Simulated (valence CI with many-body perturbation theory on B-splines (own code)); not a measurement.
# Ba⁴²⁺: key properties

Method: configuration interaction combined with many-body perturbation theory (CI+MBPT): four valence electrons over a frozen Dirac-Fock core [Ne], a basis of 9 s, 9 p, 8 d, 6 f, 3 g, 1 h functions for each j, with the one-electron correlation potential Σ1, the two-electron term Σ2, the three-electron term Σ3, Breit, model QED; selected CI, second order for the rest, scaled by the run's own slope (own B-spline code, finite nucleus).

The last digits are not significant, and no measured levels were compared; by estimate large intervals hold to a few tenths of a per cent, small ones and those within an open d or f shell to about a per cent.

Levels are named by their leading jj configuration (3d3/2^4 stands for four electrons in 3d with j = 3/2), which in mixed levels can hold well under half, so a name can repeat and another be missing.

Rates and lifetimes use the calculated energies. Strong lines usually hold to 10 to 20 %, long lifetimes can be off by a factor of two.

Task: What is the ground level?

Result: (3s^2 3p1/2^2) J=0, composition 72 % 3s2 3p2 3P + 27 % 3s2 3p2 1S.

Task: What is the ionisation energy?

Result: 3267.6 eV; NIST lists 3266 ± 4 eV (theoretical).

Task: Among levels below 440.17 eV, which E1 lines absorb most strongly from the ground level?

Result: to (3s^2 3p1/2 3d3/2) J=1 at 4.576 nm, f = 0.672; to (3s 3p1/2^2 3p3/2) J=1 at 5.706 nm, f = 0.152; to (3s 3p1/2 3p3/2^2) J=1 at 3.968 nm, f = 0.00473.

Task: Where does the other parity begin?

Result: At (3s 3p1/2^2 3p3/2) J=2, 196.56 eV.

Task: How well does LS coupling describe the low levels?

Result: Among the lowest 20 levels the leading LS term, summed over configurations, holds 58 % on average. For single configurations the figures are 55 % in LS and 85 % in jj coupling. Terms mix most in the J = 2 level at 357.27 eV, where the leading one holds 28 %.

Task: Name the longest-lived excited levels whose lifetime is computed, and their main decay.

Result: (3s^2 3p1/2 3p3/2) J=2 at 95.24 eV lives 41.8 μs, mostly by E2 to (3s^2 3p1/2^2) J=0; (3s^2 3p3/2 3d5/2) J=4 at 362.11 eV lives 255 ns, mostly by M1 to (3s^2 3p1/2 3d5/2) J=3; (3s^2 3p1/2 3p3/2) J=1 at 88.53 eV lives 213 ns, mostly by M1 to (3s^2 3p1/2^2) J=0.

Task: What are the static dipole polarisabilities of the lowest levels?

Result: (3s^2 3p1/2^2) J=0 0.00990; (3s^2 3p1/2 3p3/2) J=1 0.0115 (tensor 0.00048); (3s^2 3p1/2 3p3/2) J=2 0.0114 (tensor 0.00085) bohr³, of which the core gives 0.000160.
